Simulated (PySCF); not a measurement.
1,3-butanesultone, C₄H₈O₃S.
Z-matrix (Å and degrees, PBE0-D3(BJ)/def2-SVP geometry), rows numbered from 1:
```
C 
C   1  1.5156
C   2  1.5362  1  114.81
C   3  1.5200  2  106.11  1    79.12
S   4  1.8151  3  104.60  2    28.08
O   5  1.4452  4  112.12  3   105.20
O   5  1.4503  4  109.47  3  -117.80
O   2  1.4322  1  111.19  3   118.94
H   1  1.0989  2  109.75  3  -174.28
H   1  1.1001  2  110.44  3    66.02
H   1  1.0998  2  111.68  3   -55.36
H   2  1.0997  1  110.24  3  -125.18
H   3  1.0997  2  108.87  1  -162.80
H   3  1.0993  2  111.79  1   -43.36
H   4  1.0971  3  114.68  2   144.70
H   4  1.0976  3  114.21  2   -87.26
```

Linear response at CAM-B3LYP/def2-SVPD (PySCF, frozen core in the response, non-relativistic).

Static isotropic polarisability: 73.71 au (10.92 Å³), principal values 66.5, 72.6, 82.1 au.

Q: What is the polarisability at 1064 nm and at the sodium D line?

A: 74.15 au at 1064 nm (+0.6 %), 75.17 au at 589.3 nm (+2.0 %). The rise at 589.3 nm is 3.33 times that at 1064 nm; a pure ω² law gives 3.26. The lowest singlet lies at 157 nm, shorter than both wavelengths.

Q: What is the isotropic C6 coefficient between two such molecules, C6 = (3/π)∫α(iω)² dω?

A: 2581 au (Eh·bohr⁶) by a ten-point quadrature over imaginary frequencies, which is 1540 eV·Å⁶ or 149 J·nm⁶/mol.

Q: Which effective excitation energy ω̄ makes London's formula C6 = (3/4)α²ω̄ exact here?

A: ω̄ = 4·C6/(3α²) = 0.633 Eh = 17.2 eV. A one-pole form α(ω) = α/(1 − ω²/ω̄²) fitted to the 1064 nm value gives 15.2 eV.

Q: The lowest 6 singlets have (eV, f): 7.90, 0.001; 8.16, 0.009; 8.34, 0.001; 8.50, 0.026; 8.56, 0.026; 8.61, 0.035. What share of the static polarisability do they carry in the sum over states α = Σ f/ω²?

A: 1.00 au, 1.4 % of α; the largest term, 0.35 au, is that of the state at 8.61 eV. Their oscillator strengths add up to 0.10. Higher states carry the rest.

Q: What molar refraction at the D line follows from R = (4π/3)·N_A·α′, with α′ the polarisability volume?

A: α′ = 11.14 Å³ gives R = 28.10 cm³/mol, for isolated, non-vibrating species.

Q: What n − 1 at the D line would an ideal gas of it have at 273.15 K and 1 atm (2.6868 × 10¹⁹ cm⁻³), by n − 1 = 2π·N·α′?

A: 18.81 × 10⁻⁴, a formal value whether or not that pressure can be reached.

Q: How anisotropic is the static polarisability, by Δα² = ½[(α1 − α2)² + (α2 − α3)² + (α3 − α1)²]?

A: Δα = 13.6 au, or 0.18 of the isotropic value.

Q: How many electrons N does the Slater–Kirkwood formula C6 = (3/4)·√N·α^(3/2) need to give this C6?

A: N = (4·C6/3)²/α³ = 29.6; the species has 72 electrons in all.

One conformer stands for the species.
